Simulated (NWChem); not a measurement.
Isomers of C4H7N, each optimised at B3LYP/6-31G* with NWChem, gas phase unless a solvent is named. Flexible species stand in one conformer each, which need not be the lowest. Pople sets run with spherical d functions. Relative energies count from the lowest isomer at each level and are electronic, without zero-point energy, on those geometries.

A: CCCC#N
B: C=C1CNC1
C: CC(C)C#N
D: C=C/N=C/C

| quantity | A | B | C | D |
|---|---|---|---|---|
| relative energy, B3LYP/def2-TZVP (kcal/mol) | 0.0 | 39.8 | 0.0 | 17.7 |
| relative energy, Hartree-Fock/def2-TZVP (kcal/mol) | 0.1 | 44.9 | 0.0 | 23.6 |
| highest harmonic frequency (cm⁻¹), B3LYP/6-31G* | 3124 | 3515 | 3141 | 3271 |
